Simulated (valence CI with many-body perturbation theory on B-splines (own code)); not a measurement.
Results of a calculation; reference values are marked as such.
**Hyperfine factors and g values of Tb XXXII**

Level of theory: relativistic CI+MBPT: six valence electrons over a frozen Dirac-Fock core [Ar] 3d10, a basis of 9 s, 9 p, 8 d, 6 f, 3 g, 1 h functions for each j, with the one-electron correlation potential Σ1, the two-electron term Σ2, the three-electron term Σ3, Breit, model QED; selected CI, second order for the rest, scaled by the run's own slope (own B-spline code, finite nucleus).

No measured spectrum was set against this ion. As an estimate, large intervals hold to a few tenths of a per cent, small ones and those within an open d or f shell to about a per cent. Among the levels kept, up to 630 cm⁻¹ of a level comes from second order outside the variational space, and about a tenth of that is noise between levels of different J, which matters for small intervals.

A/g_I is the dipole constant over the nuclear g factor μ/I (μ in nuclear magnetons, uniformly magnetised nucleus), B/Q the quadrupole constant per barn. Both hold the static response of the core; the bare values leave it out. Large factors of s and p1/2 electrons are usually good to 5 to 10 %; those of open d and f shells near neutrality can be off by tens of per cent, and small factors of p3/2, d and f electrons come from cancelling terms and can be off by a factor of two or in sign, in half-filled shells by more. B is blank for J = 1/2, where it vanishes, and for nearly pure S terms. Energies count from the lowest level. Levels with J = 0 are left out.

Levels are named by their leading jj configuration (3d3/2^4 stands for four electrons in 3d with j = 3/2), which in mixed levels can hold well under half, so a name can repeat and another be missing. Letters in brackets count levels of one name in rising energy.

```csv
Level,E (eV),g,A/g_I (MHz),A/g_I bare,B/Q (MHz/b),B/Q bare
(4s^2 4p1/2^2 4p3/2^2) J=2,0.00,1.356,31600,30200,10800,10400
(4s^2 4p1/2 4p3/2^3) J=1,44.62,1.498,-19100,-18800,-31200,-30000
(4s^2 4p1/2 4p3/2^3) J=2,48.39,1.139,84300,81200,-73400,-70500
(4s 4p1/2^2 4p3/2^3) J=2,118.04,1.425,140000,135000,-37100,-35700
(4s^2 4p1/2^2 4p3/2 4d3/2) J=1,120.62,1.189,-17300,-16600,-17400,-16800
(4s^2 4p1/2^2 4p3/2 4d3/2) J=2,122.69,1.076,52600,50700,-22200,-21300
(4s^2 4p1/2^2 4p3/2 4d3/2) J=3,124.13,1.163,21600,21000,49600,47800
(4s^2 4p1/2^2 4p3/2 4d5/2) J=4,132.43,1.287,14500,14100,56100,54000
(4s 4p1/2^2 4p3/2^3) J=1,134.73,1.321,-69200,-66400,-18000,-17300
(4s^2 4p1/2^2 4p3/2 4d5/2) J=2,138.84,1.313,39100,38000,-40300,-38700
(4s^2 4p1/2^2 4p3/2 4d5/2) J=3,142.58,1.142,14500,14200,18200,17600
(4s^2 4p1/2^2 4p3/2 4d5/2) J=1,147.58,0.893,-15700,-14500,7610,7370
(4s^2 4p1/2 4p3/2^2 4d3/2) J=1 [a],161.89,1.044,106000,102000,-11200,-10800
(4s^2 4p1/2 4p3/2^2 4d3/2) J=2 [a],162.92,1.026,48900,47300,-38700,-37200
(4s^2 4p1/2 4p3/2^2 4d3/2) J=3 [a],165.65,1.112,48700,47100,-12300,-11800
(4s^2 4p1/2 4p3/2^2 4d3/2) J=4,169.48,1.076,50800,49100,8220,8060
(4s^2 4p1/2 4p3/2^2 4d5/2) J=1 [a],169.63,0.976,248000,239000,-11500,-11000
(4s^2 4p1/2 4p3/2^2 4d5/2) J=3 [a],172.32,1.330,-9220,-8730,14300,13800
(4s^2 4p1/2 4p3/2^2 4d5/2) J=4 [a],173.23,1.281,-947,-759,35300,34100
(4s^2 4p1/2 4p3/2^2 4d3/2) J=2 [b],173.69,0.860,64000,62000,32600,31500
(4s^2 4p1/2 4p3/2^2 4d5/2) J=4 [b],177.59,1.171,42500,41100,-3820,-3580
(4s^2 4p1/2 4p3/2^2 4d5/2) J=5,179.01,1.197,39800,38400,13000,12700
(4s^2 4p1/2 4p3/2^2 4d3/2) J=1 [b],180.58,1.406,57900,55800,11700,11300
(4s^2 4p1/2 4p3/2^2 4d3/2) J=2 [c],181.63,1.302,38700,37300,8320,7910
(4s^2 4p1/2 4p3/2^2 4d3/2) J=3 [b],182.74,1.190,10000,9750,4410,4350
(4s^2 4p1/2 4p3/2^2 4d5/2) J=2 [a],185.34,1.259,-27500,-26100,52400,50400
(4s^2 4p1/2 4p3/2^2 4d3/2) J=1 [c],187.16,1.116,-8770,-8200,-20100,-19300
(4s^2 4p1/2 4p3/2^2 4d5/2) J=3 [b],188.07,1.132,45500,44100,57300,55200
(4s^2 4p1/2 4p3/2^2 4d5/2) J=2 [b],190.63,1.060,46800,45400,8530,8240
(4s^2 4p1/2 4p3/2^2 4d3/2) J=1 [d],191.82,1.114,86200,83400,13100,12700
(4s^2 4p1/2 4p3/2^2 4d5/2) J=3 [c],193.89,1.048,48300,46600,-34100,-32700
(4s^2 4p1/2 4p3/2^2 4d5/2) J=1 [b],196.11,1.265,75600,73100,-7510,-7220
(4s^2 4p1/2 4p3/2^2 4d5/2) J=2 [c],197.95,1.194,1300,1360,-46500,-44600
```

Problem. Take the isotope of mass number 159, with I = 3/2, μ = 2.009 μN and Q = 1.432 b. What is the hyperfine structure of (4s^2 4p1/2^2 4p3/2 4d5/2) J=4?

Solution. From the table A = 19500 MHz, B = 80300 MHz. Shifts from the centre of gravity in MHz: F = 5/2: -107000, F = 7/2: -93800, F = 9/2: -25400, F = 11/2: 137000.
